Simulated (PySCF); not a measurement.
Radial density of Te²⁺ (tellurium, charge +2)

UHF, [Kr] 4d10 5s2 5p1 6s1, high-spin 3P determinant (an excited configuration). Calculation: PySCF 2.14, in x2c-QZVPPall with one added diffuse shell each of s, p, d, f type (14s10p8d5f1g, 128 functions); the spin-free X2C one-electron Hamiltonian (Gaussian nucleus).

```json
{"r (bohr)": "0.0301", "4πr²ρ (e/bohr)": "60.67", "4πr²(ρα − ρβ)": "0.0108"}
{"r (bohr)": "0.0507", "4πr²ρ (e/bohr)": "64.62", "4πr²(ρα − ρβ)": "0.0257"}
{"r (bohr)": "0.0853", "4πr²ρ (e/bohr)": "86.95", "4πr²(ρα − ρβ)": "0.0197"}
{"r (bohr)": "0.143", "4πr²ρ (e/bohr)": "63.40", "4πr²(ρα − ρβ)": "-0.0015"}
{"r (bohr)": "0.241", "4πr²ρ (e/bohr)": "72.37", "4πr²(ρα − ρβ)": "0.0613"}
{"r (bohr)": "0.406", "4πr²ρ (e/bohr)": "34.58", "4πr²(ρα − ρβ)": "0.0084"}
{"r (bohr)": "0.683", "4πr²ρ (e/bohr)": "26.38", "4πr²(ρα − ρβ)": "0.1256"}
{"r (bohr)": "1.15", "4πr²ρ (e/bohr)": "12.69", "4πr²(ρα − ρβ)": "0.0775"}
{"r (bohr)": "1.93", "4πr²ρ (e/bohr)": "2.752", "4πr²(ρα − ρβ)": "0.6438"}
{"r (bohr)": "3.25", "4πr²ρ (e/bohr)": "0.5793", "4πr²(ρα − ρβ)": "0.3927"}
{"r (bohr)": "5.46", "4πr²ρ (e/bohr)": "0.2019", "4πr²(ρα − ρβ)": "0.2008"}
{"r (bohr)": "9.19", "4πr²ρ (e/bohr)": "0.003528", "4πr²(ρα − ρβ)": "0.0035"}
```

Densities and radii are taken from the X2C orbitals without a picture-change correction, which distorts them close to the nucleus.

The outer electron is Rydberg-like, and this basis confines it to a smaller radius and binds it less than a complete one would.
